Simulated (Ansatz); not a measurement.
Reactions of `C[CH](C)[SnH]([CH](C)C)[CH](C)C`.

Gas-phase electronic energies from Ansatz, PBE0-D4/def2-TZVP geometries. CBS: MP2 limit from def2 TZ/QZ plus the TZ coupled-cluster correction, frozen cores. This one scheme is used for every species, atoms too. Functionals use def2-TZVPP. No spin–orbit coupling; open shells (•) take unrestricted orbitals. Spin–orbit coupling would lower the free atoms: a little for C; strongly for Sn. def2 core potentials past Kr. For In, Sn outer-core shells are correlated without core-valence functions, so the limit isn't a true one: a few kJ/mol of doubt a bond, and 10 to 20 or more in all where bonds break to atoms. One conformer a species, not always the lowest.

| reaction | B2PLYP (kJ/mol) | PBE-D4 (kJ/mol) | HF/CBS(def2) (kJ/mol) | CCSD/CBS(def2) (kJ/mol) | CCSD(T)/CBS(def2) (kJ/mol) |
| --- | --- | --- | --- | --- | --- |
| `C[CH](C)[SnH]([CH](C)C)[CH](C)C` → `CCC` + `C[CH](C)[Sn][CH](C)C` | 24 | 38 | 7 | 51 | 59 |
| `C[CH](C)[SnH]([CH](C)C)[CH](C)C` + `Cc1ccccc1` → `CC(C)Cc1ccccc1` + `C[CH](C)[SnH2][CH](C)C` | 4 | 7 | -8 | 9 | 11 |
| `C[CH](C)[SnH]([CH](C)C)[CH](C)C` → 9 C• + 22 H• + Sn• | 12075 | 12392 | 9211 | 12097 | 12244 |
| `C[CH](C)[SnH]([CH](C)C)[CH](C)C` + `[OH][In]([Cl])[Cl]` → `CC(C)[O][In]([Cl])[Cl]` + `C[CH](C)[SnH2][CH](C)C` | 34 | 35 | 18 | 43 | 45 |
| `C[CH](C)[SnH]([CH](C)C)[CH](C)C` + `CCS` → `CCSC(C)C` + `C[CH](C)[SnH2][CH](C)C` | 9 | 10 | 0 | 18 | 19 |
| `C[CH](C)[SnH]([CH](C)C)[CH](C)C` → `C[CH](C)[SnH2][CH](C)C` + `C=CC` | 91 | 111 | 56 | 112 | 118 |
| `C[CH](C)[SnH]([CH](C)C)[CH](C)C` + H₂ → `C[CH](C)[SnH2][CH](C)C` + `CCC` | -60 | -45 | -95 | -46 | -37 |
| `C[CH](C)[SnH]([CH](C)C)[CH](C)C` + `[OH][Sn][Cl]` → `CC(C)[O][Sn][Cl]` + `C[CH](C)[SnH2][CH](C)C` | 26 | 28 | 10 | 38 | 40 |

Largest T1 diagnostic: 0.017, for `[OH][Sn][Cl]`.
